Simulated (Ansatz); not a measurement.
Molecule: RbCl, net charge 0, singlet state. SMILES: [Cl][Rb]
Geometry from a B3LYP-D3(BJ)/def2-TZVP (Ansatz, a program for electronic structure) optimisation:
```xyz
2

Rb     0.0000     0.0000    -0.9024
Cl     0.0000     0.0000     1.9640
```

Parts of the frozen-core correlation energy in def2-SVP (Ansatz, hartree). Frozen orbitals: 9; correlated occupied orbitals by spin: 4 and 4; virtual: 29 and 29. No spin-orbit coupling. In def2 rows, elements after Kr have scalar-relativistic effective core potentials.

| term | value |
|---|---|
| reference (HF) | -483.23557 |
| MP2 opposite-spin | -0.09980 |
| MP2 same-spin | -0.03675 |
| CCSD correlation | -0.14821 |
| (T) | -0.00188 |
| CCSDT minus CCSD(T) | -0.00017 |
| CCSDT(Q) minus CCSD(T) | -0.00038 |
| T1 diagnostic | 0.009 |
| largest doubles amplitude | 0.036 |
